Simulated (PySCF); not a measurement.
Molecule: SMILES C/C=C/CO[SiH3], C₄H₁₀OSi.

Structure with atom numbers: `[CH3:1]/[CH:2]=[CH:3]/[CH2:4][O:5][SiH3:6]` (H(Xn): hydrogen on atom n).

Geometry PBE0-D3(BJ)/def2-SVP throughout; GIAO in PySCF, gas phase, one conformer, non-relativistic; equivalent atoms averaged; basis pcSseg-1.

Question: How do the absolute shieldings σ depend on the functional? (a selection of nuclei; ppm; last column core-seconds on shared hosts with different chips, so compare them loosely; the GGAs took longer than the global hybrids here, which isn't the general rule, and the cause wasn't traced)

Answer: 
```csv
functional,kind,C3,C4,C1,O5,H(C2),H(C3),H(Si6),H(C4),H(C1),core-s
HF,Hartree–Fock,57.3,132.4,172.1,346.2,25.35,26.24,27.34,27.93,29.85,7.4
LDA,LDA,41.6,107.4,159.7,316.3,24.70,25.23,25.53,26.39,28.96,19
PBE,GGA,46.4,109.0,158.3,310.3,25.12,25.69,26.16,26.84,29.34,26
BLYP,GGA,41.2,103.6,153.3,304.3,25.33,25.94,26.47,27.01,29.50,23
BP86,GGA,46.3,108.7,157.9,310.7,25.18,25.77,26.25,26.89,29.40,24
OPBE,GGA,57.0,117.2,163.6,314.4,25.10,25.71,26.27,26.90,29.36,25
KT2,GGA,57.0,113.5,161.9,312.5,25.25,25.79,26.20,26.84,29.33,18
KT3,GGA,57.8,114.1,160.8,309.1,25.38,25.98,26.56,27.04,29.48,20
B97-D,GGA,49.9,109.7,157.3,310.3,25.37,26.00,26.61,27.06,29.54,20
B3LYP,global hybrid,44.0,110.4,158.0,316.2,25.27,25.95,26.63,27.20,29.54,15
PBE0,global hybrid,49.6,116.8,163.6,323.7,25.10,25.76,26.42,27.11,29.42,15
mPW1PW91,global hybrid,48.8,116.1,162.6,323.1,25.16,25.84,26.52,27.17,29.47,14
WP04,global hybrid,39.1,103.7,150.5,307.6,25.65,26.43,27.49,27.53,29.79,15
B97-2,global hybrid,52.0,116.7,162.6,321.4,25.25,25.93,26.64,27.21,29.53,15
BHandHLYP,global hybrid,48.2,119.1,163.9,329.7,25.25,26.02,26.89,27.45,29.61,14
CAM-B3LYP,range-separated hybrid,45.1,115.2,162.4,325.9,25.15,25.85,26.59,27.25,29.51,20
wB97X-D,range-separated hybrid,49.4,118.0,164.1,327.2,25.20,25.88,26.62,27.31,29.57,19
LC-wPBE,range-separated hybrid,50.4,123.5,169.1,337.2,25.05,25.77,26.61,27.36,29.55,27
```

Question: Which nucleus among those listed moves most, in ppm?

Answer: O5 (oxygen bonded to C, Si): from 304.3 ppm with BLYP to 346.2 ppm with HF. The smallest spread is 0.89 ppm, at H(C1). Proton shifts span only some 12 ppm, so a few tenths of a ppm matter as much there as several ppm in carbon.
